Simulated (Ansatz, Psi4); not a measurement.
Input for Psi4:
```
memory 2 GB

molecule mol {
0 1
O    -0.008741    1.098296    0.016436
H    -0.944582    1.335065    0.004393
Cl    0.059677   -0.595379   -0.007993
}

set {
  basis aug-cc-pvdz
  reference rhf
  freeze_core true
  mp2_type conv
  scf_type pk
  puream true
  d_convergence 1e-8
}

energy('ccsd(t)')
print_variables()
```

### Question
Give the equivalent Ansatz (an electronic-structure program) input.

### Answer
This is not unique; one that fits is 
Ansatz 0.2 input:
```yaml
crystal:
  periodic: [false, false, false]
  atoms:
    - {symbol: O, position_ang: [-0.00874070, 1.09829644, 0.01643599]}
    - {symbol: H, position_ang: [-0.94458229, 1.33506531, 0.00439258]}
    - {symbol: Cl, position_ang: [0.05967693, -0.59537863, -0.00799297]}
basis:
  gaussian:
    orbitals: aug-cc-pVDZ
magnetization: {spin_polarized: false}
correlation: {method: ccsd_t, electrons: outside_noble_gas}
accuracy: high
```

Both were run: Psi4 gave -535.272913 Eh and Ansatz -535.272913 Eh, 0.000 mEh apart.
